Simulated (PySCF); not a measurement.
**A survey of ¹⁹F NMR shifts**

Theoretical values (PySCF): GFN2-xTB geometry, NMR shieldings at PBE0/pcSseg-1/GIAO. Non-relativistic Hamiltonian, in vacuum, a single conformation, one averaged value for each set of equivalent atoms.

Shieldings were converted by a linear fit to measured shifts: ¹⁹F: δ = 146.13 − 0.903σ +14.6 on sp3 carbon (rms 6.0 ppm, 223 shifts, 7.0 ppm with the 5 outliers that the fit left out vs CFCl3, solution or neat liquid). A few per cent of atoms miss by over 2 rms, more outside the fitted compound classes.

Task: Give the ¹⁹F shifts of `FC1=COC(F)=CC1`, `FC1=COC(F)=CC1`.

Result: 
```csv
compound,environment,δ (ppm)
[F:1][C:2]1=[CH:3][O:4][C:5]([F:6])=[CH:7][CH2:8]1,F6: vinylic fluorine,-96.2
[F:1][C:2]1=[CH:3][O:4][C:5]([F:6])=[CH:7][CH2:8]1,F1: vinylic fluorine,-151.2
[F:1][C:2]1=[CH:3][O:4][C:5]([F:6])=[CH:7][CH2:8]1,F6: vinylic fluorine,-96.2
[F:1][C:2]1=[CH:3][O:4][C:5]([F:6])=[CH:7][CH2:8]1,F1: vinylic fluorine,-151.2
```

Task: Match the shifts -107.6, -180.9, -196.6, -212.9 ppm to `CCC1=C[C@@H](F)[SiH2]1`, `C#CC[C@H](F)[SiH2]C`, `CP(C)(=O)c1ccc(F)cc1`, `CCOC[C@@H](F)CCl`.

Result: -107.6: CP(C)(=O)c1ccc(F)cc1 (aryl fluorine); -180.9: CCOC[C@@H](F)CCl (fluorine on an sp3 carbon); -196.6: CCC1=C[C@@H](F)[SiH2]1 (fluorine on an sp3 carbon); -212.9: C#CC[C@H](F)[SiH2]C (fluorine on an sp3 carbon).
